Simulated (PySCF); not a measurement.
## Electronic structure of Mg (magnesium, neutral) at the wB97M-V level

Configuration: [Ne] 3s2, closed-shell 1S. Calculation: PySCF 2.14, in dyall-av3z (20s13p6d4f, 117 functions); no relativity, point nucleus.

- Total energy: -200.0688 hartree
- One-electron energy: -279.5048 hartree
- Hartree (Coulomb) energy: 95.8751 hartree
- Exchange-correlation energy: -16.4391 hartree
- Kinetic energy: 199.78566 hartree
- ⟨S²⟩: 0.0000
- ⟨L²⟩: 0.000
- Sum of ⟨r⟩: 12.09 bohr
- Sum of ⟨r²⟩: 28.24 bohr²
- Density at the nucleus (Gaussians lack the cusp): 1090 bohr⁻³
- Langevin diamagnetic susceptibility: -22.4 ×10⁻⁶ cm³/mol

```json
{"shell": "1s", "electrons": "2", "mean orbital energy (eV)": "-1280.2", "rms radius, mean of both spins (bohr)": "0.152"}
{"shell": "2s", "electrons": "2", "mean orbital energy (eV)": "-88.174", "rms radius, mean of both spins (bohr)": "0.761"}
{"shell": "2p", "electrons": "6", "mean orbital energy (eV)": "-53.041", "rms radius, mean of both spins (bohr)": "0.781"}
{"shell": "3s", "electrons": "2", "mean orbital energy (eV)": "-7.173", "rms radius, mean of both spins (bohr)": "3.42"}
```
